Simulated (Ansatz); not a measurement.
`CN[CH2][GeH3]` + `N[SiH3]` → `[SiH3][NH][GeH3]` + dimethylamine  (ligand exchange at a Ge–C bond)

Calculated with Ansatz (gas phase, PBE0-D4/def2-TZVP geometries, no zero-point term in ΔE). CBS: MP2 limit from def2 TZ/QZ plus the TZ coupled-cluster correction, frozen cores. This one scheme is used for every species. DFT in def2-TZVPP. For Ge outer-core shells are correlated without core-valence functions, which leaves a few kJ/mol of doubt a bond. Scalar relativity is left out up to krypton. Each species was taken in one conformer, which may not be the lowest.

Task: Is it downhill or uphill in electronic energy at CCSD(T)/CBS, and by how much? (Estimate.)

Result: Ansatz gave: Downhill: ΔE = -0.30 eV.

Task: What do these levels give: B2PLYP, r2SCAN, PBE0, HF/def2-TZVPP, SCS-MP2/def2-TZVPP, CCSD/def2-TZVPP? (Estimate.)

Result: Computed: B2PLYP -0.33, r2SCAN -0.30, PBE0 -0.28, HF/def2-TZVPP -0.45, SCS-MP2/def2-TZVPP -0.36, CCSD/def2-TZVPP -0.33 eV.

Largest T1 diagnostic among the species: 0.011.

In def2-TZVPP, CCSD(T) changes the Hartree–Fock value by +0.12 eV (the triples alone add +0.01 eV) and MP2 by +0.12 eV. From PBE to PBE0 (25 % exact exchange), in def2-TZVPP and without D4, ΔE moves by −0.03 eV.
